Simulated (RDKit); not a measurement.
Torsional profile of SMILES C=CC[SiH2]C(O)=O. Scanned: dihedral C1–C2–C3–Si4 and dihedral C2–C3–Si4–C5; all other coordinates were relaxed at GFN2-xTB. Points at φ and −φ are mirror images.

Atom numbering (GFN2-xTB optimised geometry, Å):
```
15

C     -2.7167     0.6395     0.3616
C     -1.8335     0.1974    -0.5148
C     -0.3772     0.5055    -0.4757
Si     0.6322    -1.0203     0.0755
C      2.4715    -0.4792     0.1589
O      3.3917    -0.9331    -0.4722
O      2.6451     0.5044     1.0530
H     -2.4299     1.2858     1.1751
H     -3.7600     0.3814     0.3028
H     -2.1476    -0.4530    -1.3203
H     -0.1919     1.3323     0.2125
H     -0.0455     0.8192    -1.4685
H      0.2489    -1.4262     1.4299
H      0.5330    -2.1245    -0.8789
H      3.5799     0.7710     1.1054
```

Computed with MMFF94 // GFN2-xTB in RDKit.

Energy in kJ/mol above the lowest grid point; x is the dihedral C1–C2–C3–Si4 (°), y the dihedral C2–C3–Si4–C5 (°).

| y \ x | -150 | -120 | -90 | -60 | -30 | 0 | 30 | 60 | 90 | 120 | 150 | 180 |
|---|---|---|---|---|---|---|---|---|---|---|---|---|
| 180 | 4.7 | 0.0 | 5.2 | 14.2 | 17.8 | 19.7 | 17.8 | 14.2 | 5.2 | 0.0 | 4.7 | 9.3 |
| 150 | 7.9 | 3.0 | 7.0 | 15.2 | 19.1 | 20.1 | 22.1 | 16.1 | 6.5 | 1.4 | 6.2 | 11.4 |
| 120 | 10.8 | 6.5 | 11.4 | 20.4 | 22.5 | 22.6 | 24.0 | 20.4 | 11.3 | 6.8 | 11.6 | 15.6 |
| 90 | 4.5 | 0.1 | 6.7 | 17.7 | 24.3 | 16.2 | 17.5 | 15.4 | 7.2 | 3.7 | 8.7 | 11.2 |
| 60 | 7.9 | 3.8 | 7.2 | 16.2 | 23.6 | 21.4 | 19.8 | 13.7 | 6.2 | 3.2 | 7.9 | 12.5 |
| 30 | 13.9 | 10.9 | 16.1 | 26.3 | 33.3 | 30.9 | 28.6 | 21.2 | 15.0 | 9.6 | 14.9 | 16.5 |
| 0 | 20.4 | 16.3 | 20.0 | 30.5 | 37.0 | 39.5 | 37.0 | 30.5 | 20.0 | 16.3 | 20.4 | 25.6 |
| -30 | 14.9 | 9.6 | 15.0 | 21.2 | 28.6 | 30.9 | 33.3 | 26.3 | 16.1 | 10.9 | 13.9 | 16.5 |
| -60 | 7.9 | 3.2 | 6.2 | 13.7 | 19.8 | 21.4 | 23.6 | 16.2 | 7.2 | 3.8 | 7.9 | 12.5 |
| -90 | 8.7 | 3.7 | 7.2 | 15.4 | 17.5 | 16.2 | 24.3 | 17.7 | 6.7 | 0.1 | 4.5 | 11.2 |
| -120 | 11.6 | 6.8 | 11.3 | 20.4 | 24.0 | 22.6 | 22.5 | 20.4 | 11.4 | 6.5 | 10.8 | 15.6 |
| -150 | 6.2 | 1.4 | 6.5 | 16.1 | 22.1 | 20.1 | 19.1 | 15.2 | 7.0 | 3.0 | 7.9 | 11.4 |

The six lowest points that lie below all their neighbours on the grid: x = -120, y = 180 (0.0 kJ/mol); x = 120, y = 180 (0.0 kJ/mol); x = -120, y = 90 (0.1 kJ/mol); x = 120, y = -90 (0.1 kJ/mol); x = -120, y = -60 (3.2 kJ/mol); x = 120, y = 60 (3.2 kJ/mol). The lowest path on the grid from the first to the second passes x = 180, y = 180 at 9.3 kJ/mol.

MMFF94 has few fitted parameters for silicon.
